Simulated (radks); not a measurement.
Problem. These are the eigenvalues of the occupied orbitals of an atom or ion with whole-number occupations (eV). All-electron calculation, non-relativistic Kohn-Sham, TPSS, spin-polarised, spherical densities, point nucleus; meta-GGA in the generalised Kohn-Sham scheme. Program: a radial shooting solver on a logarithmic mesh with Libxc functionals.

| orbital | eigenvalue |
|---|---|
| 1s down | -66285.15 |
| 1s up | -66285.14 |
| 2s up | -12923.37 |
| 2s down | -12919.08 |
| 2p up | -12497.47 |
| 2p down | -12494.37 |
| 3s up | -4669.408 |
| 3s down | -4665.222 |
| 3p up | -4479.467 |
| 3p down | -4474.811 |
| 3d up | -4138.546 |
| 3d down | -4132.431 |

Which element is it, and in what charge state? The configuration may be excited. Open shells, if any, are filled with parallel spins first.

Solution. Z = 74, tungsten, charge +47: W47+ in [Ar] 3d9. The list shows which subshells hold electrons but not how many an open one holds; the 1s level, -2435.9 hartree, gives Z - s = 69.8 by -(Z - s)^2/2, which with screening narrows Z to a few neighbours, and the depths of the outer levels then fix element, charge and occupations together.
